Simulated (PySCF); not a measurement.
Bi(H)(SiH3)2 (BiH7Si2), SMILES [SiH3][BiH][SiH3].

Geometry: PBE0-D3(BJ)/def2-SVP. The structure was generated by enumeration; whether it is a known compound was not checked. The def2 effective core potentials stand for the cores of Bi; spin–orbit coupling is left out.

Two levels are set side by side: PBE/def2-TZVP (PySCF) and B3LYP/def2-TZVP (PySCF). Same geometry, gas phase. Differences are taken from unrounded values.

```tsv
quantity	B3LYP	PBE	PBE minus B3LYP
orbital gap (eV)	6.16	4.95	-1.22
highest occupied level (eV)	-7.04	-6.31	0.73
lowest empty level (eV)	-0.88	-1.37	-0.49
dipole moment (D)	0.91	0.92	0.01
mean polarisability (bohr³)	112.9	115.1	2.2
```

PBE's occupied levels lie high since its potential decays too fast outside the molecule; exact exchange lowers them and widens the gap. Differences between two approximate levels are no errors against the true value.

Rough cost on one machine, each run with all the roots and properties that it gave: B3LYP against PBE within a factor of 2.
